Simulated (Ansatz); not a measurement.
Z-matrix (Å, degrees):
```
Ge
C 1 2.007
O 1 1.786 2 112.9
Si 1 2.381 2 70.3 3 -114.9
H 1 1.546 2 117.1 3 125.8
O 2 1.436 1 99.4 3 121.2
H 2 1.094 1 112.1 3 4.2
H 2 1.093 1 115.6 3 -121.6
H 3 0.959 1 112.2 2 136.3
H 4 1.489 1 118.6 2 105.3
H 4 1.488 1 122.8 2 -114.2
```

Charge 0, multiplicity 1.

Task: List the B3LYP/def2-TZVPP orbital energies in eV (the Gaussian-basis code of Ansatz). (An estimate is asked.)

Result: The calculation gave: Occupied: -10850.49, -1799.52, -1354.83, -1205.74, -1205.74, -1205.71, -520.53, -520.47, -278.15, -169.40, -143.98, -119.68, -119.65, -119.61, -99.33, -99.28, -99.26, -33.36, -33.22, -33.19, -33.16, -33.15, -27.62, -26.82, -18.36, -15.80, -13.85, -12.95, -12.45, -12.00, -11.43, -9.93, -9.35, -9.29, -8.12, -7.72, -7.06. Lowest empty: -0.65, -0.43, 0.11, 0.95, 1.28, 1.56, 2.14, 2.57.

B3LYP here is the variant with VWN-RPA as its local correlation; programs differ in this.
